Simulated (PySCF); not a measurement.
## Broadened absorption spectrum of C6H11N

C6H11N.
SMILES: `C(/C=N/C)=C/CC`

Level of theory: TDDFT wB97X-D/def2-SVPD, vertical, gas phase, core orbitals frozen in the response (PySCF). Isolated species at its GFN2-xTB geometry (one conformer only). Torsions of this conformer, `[CH3:1][CH2:2]/[CH:3]=[CH:4]\[CH:5]=[N:6]\[CH3:7]`: C1–C2–C3–C4 118°, C3–C4–C5–N6 180°.

Computed states:

| state | E (eV) | f |
| --- | --- | --- |
| S1 | 4.60 | 0.0005 |
| S2 | 5.86 | 0.760 |
| S3 | 7.22 | 0.0042 |
| S4 | 7.31 | 0.022 |
| S5 | 7.52 | 0.028 |
| S6 | 7.54 | 0.0049 |
| S7 | 7.80 | 0.086 |
| S8 | 7.85 | 0.0012 |

Each state is given a Gaussian of 0.3 eV full width at half maximum, with ε(max) = 2.175×10⁸ f / Δν̃ (Δν̃ the width in cm⁻¹). The width is an assumption, not a result. The curve ends short of the highest state used, and states not computed would add to its high-energy end.

Task: Give the broadened spectrum and its maxima.

Result: 
(E (eV), ε (L mol⁻¹ cm⁻¹)): (4.15, 0), (4.29, 2), (4.42, 15), (4.56, 40), (4.69, 33), (4.83, 9), (4.96, 1), (5.10, 0), (5.23, 0), (5.36, 33), (5.50, 1318), (5.63, 13781), (5.77, 53850), (5.90, 64744), (6.04, 24639), (6.17, 3407), (6.31, 126), (6.44, 2), (6.58, 0), (6.71, 0), (6.85, 9), (6.98, 139), (7.12, 973), (7.25, 2481)

Maxima: 269 nm (4.60 eV), ε about 42, made up of S1 (100%); 212 nm (5.86 eV), ε about 68000, made up of S2 (100%) (ε in L mol⁻¹ cm⁻¹; maxima over ε = 5, shares over 10%). At its high-energy end, 7.25 eV, the curve is still rising (ε about 2500, from S3, S4 and S5).

Task: On this curve, what absorbance would a 10⁻⁴ mol/L sample give at 266 nm over a 1 cm path?

Result: 266 nm is 4.661 eV, where ε is about 38 L mol⁻¹ cm⁻¹, so A = ε c l ≈ 0.0038 (Beer–Lambert, with the gas-phase spectrum and the assumed width).

Task: What would ε be at 5.86 eV, the highest of these maxima, with half the width (0.15 eV)?

Result: About 137000 L mol⁻¹ cm⁻¹ against 68400, a factor of about 2.00; a lone state at its own centre would give exactly 2.

Task: Coming from long wavelengths, where does ε first pass 100 L mol⁻¹ cm⁻¹?

Result: At about 230 nm (5.40 eV), 0.80 eV above S1.
